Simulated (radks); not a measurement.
Question: These are the eigenvalues of the occupied orbitals of an atom or ion with whole-number occupations (eV). Method: non-relativistic Kohn-Sham, exchange-only PBE, spin-polarised, spherical densities, point nucleus; computed with a radial shooting solver on a logarithmic mesh with Libxc functionals.

orbital  eigenvalue
1s        -619.1961
2s        -101.5760

Which element is it, and in what charge state? The configuration may be excited. Open shells, if any, are filled with parallel spins first.

Answer: Z = 8, oxygen, charge +4: O4+ in [He] 2s2. The 1s level, -22.755 hartree, gives Z - s = 6.7 by -(Z - s)^2/2, which with screening narrows Z to a few neighbours, and with so few levels the electron count can be read from the list.
